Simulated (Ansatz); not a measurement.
ClMg (SMILES [Mg][Cl]), doublet, geometry from GFN2-xTB (such geometries of metal compounds can be far from the true shape) (the spin is typed, not shown lowest). Base run: SVWN5/6-311G** (Ansatz, an electronic-structure program).

Input for Ansatz:
Ansatz 0.2 input:
```yaml
crystal:
  periodic: [false, false, false]
  atoms:
    - {symbol: Mg, position_ang: [-0.00000000, -0.00000000, -1.26784659]}
    - {symbol: Cl, position_ang: [0.00000000, 0.00000000, 0.89495053]}
basis:
  gaussian:
    orbitals: 6-311G__.json
hamiltonian:
  xc: {name: SVWN5}
magnetization: {spin_polarized: true, initial_magnetization: 1}
```
The basis file holds 6-311G** in the JSON format of the Basis Set Exchange.

Variants of this job, named by their change:

```tsv
change	ΔE vs base (kcal/mol)
base	0.000
lower_state_search = full	0.000
fitting.mean_field = def2-universal-JKFIT	-0.017
nuclear_model = gaussian	0.322
forces = on	0.000
lower_state_search = off	0.000
point_charge = charge:-1.0 position_ang:-1.4775, -0.1104, 3.6165	7.99
point_charge = charge:1.0 position_ang:-2.7027, 0.3424, 2.8526	-15.78
final_grid = 10, 20, 41	0.000
lower_state_search = light	0.000
final_grid = 4, 8, 17	0.007
```
